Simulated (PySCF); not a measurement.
Fill in the blanks.

Compound: C₄H₇ClSi.
SMILES: `C1C[SiH2]CC=1Cl`

```json
{"property": "point group of the GFN2-xTB geometry", "level": "GFN2-xTB", "value": "?"}
{"property": "rotational constants A, B, C of the GFN2-xTB geometry", "level": "GFN2-xTB", "value": "?"}
{"property": "dipole moment", "level": "PBE0/def2-SVPD", "value": "1.85 D"}
{"property": "HOMO energy", "level": "PBE0/def2-SVPD", "value": "?"}
{"property": "LUMO energy", "level": "PBE0/def2-SVPD", "value": "0.15 eV"}
{"property": "lowest singlet excitation", "level": "TDDFT PBE0/def2-SVPD", "value": "6.12 eV (202 nm, f = 0.000)"}
{"property": "strongest line among the 6 lowest singlet transitions", "level": "TDDFT PBE0/def2-SVPD", "value": "S3 at 6.55 eV (189 nm, f = 0.208)"}
{"property": "lowest triplet excitation (Tamm–Dancoff)", "level": "TDA PBE0/def2-SVPD", "value": "4.19 eV"}
{"property": "static isotropic polarisability", "level": "PBE0/def2-SVPD", "value": "85.2 au"}
{"property": "electronic spatial extent ⟨r²⟩ about the centre of nuclear charge", "level": "PBE0/def2-SVPD", "value": "988 bohr²"}
{"property": "13C chemical shifts (computed TMS as zero) by class", "level": "GIAO PBE0/pcSseg-1", "value": "146.9 (1 C), 135.0 (1 C), 23.1 (1 C), 15.8 (1 C) ppm"}
{"property": "1H chemical shifts (computed TMS as zero) by class", "level": "GIAO PBE0/pcSseg-1", "value": "6.02 (1 H), 4.44 (2 H), 1.94 (2 H), 1.88 (2 H) ppm"}
{"property": "isotropic shieldings of nuclei other than C and H, by class", "level": "GIAO PBE0/pcSseg-1", "value": "384 (1 Si), 710 (1 Cl) ppm"}
```

Electronic properties: PySCF, gas phase, density fitting.

(1) The rotational constants A, B, C of the GFN2-xTB geometry?

(2) What is the point group of the GFN2-xTB geometry?

(3) What is the HOMO energy?

Answers

(1) 5.595, 1.395, 1.147 GHz.

(2) Cs.

(3) -7.03 eV.

No computed singlet falls in the visible range (750 to 380 nm, 1.65 to 3.26 eV); S1 lies 2.86 eV above its blue end. The polarisability is 12.62 Å³ as a volume (1 au = 0.148185 Å³), or 1.37 au for each of the 62 electrons. The dipole equals about 6.2 × 10⁻³⁰ C·m (1 D = 3.33564 × 10⁻³⁰ C·m). The rotational constants make it an asymmetric top with κ = (2B − A − C)/(A − C) = -0.89, nearer the prolate limit (−1).

For the NMR shielding job (PBE0/pcSseg-1), hardware: one thread of an Arm Neoverse V2 (shared host). Cost: 25 s wall.
